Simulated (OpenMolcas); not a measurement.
Ru2+ (d6) among equal point charges was computed by CASSCF with the d shell active (OpenMolcas, ANO-RCC-VTZP on the metal). Its lowest spin-free states, and all those of the highest spin:

```
2S+1  Degeneracy  E (cm-1)
   5           2       0.0
   5           3      2355
   3           3     16433
   3           2     17456
   3           3     18511
   3           3     18678
   3           3     20226
   3           1     20267
   3           3     21092
   3           1     21522
   3           2     22410
   3           3     22532
```

Problem. Is the site octahedral, tetrahedral or cube-like, axial, or of lower symmetry?

Solution. The states with 2S+1 = 5 have orbital degeneracies 2, 3. Threefold states need a cubic site. For d6 at this spin an octahedron puts the threefold T2 below the twofold E and a tetrahedron or cube puts the twofold E below the threefold T2, so the site is a tetrahedron or a cube, which this pattern cannot tell apart. The first gap at this spin, 2350 cm-1, is |10Dq| in ligand-field theory. The run had Ru2+ among 4 point charges of -1 e arranged as a tetrahedron (Td), 2 Å from the ion.

An orbital doublet at a regular site is open to a Jahn-Teller distortion, which this geometry leaves out. Without dynamic correlation the repulsion within the d shell is too large (B by tens of per cent), so at a given field states of lower spin stand too high. Point charges give a weaker field than real ligands, and real ions of this kind are as a rule low spin; the high spin found here belongs to the model. The ground term spreads over less than 5000 cm-1, several times less than with real ligands, so orbital moments are less quenched and χT lies further from the spin-only value than at real sites. This is an electrostatic model: the charges have no orbitals. No measured value stands beside these numbers.
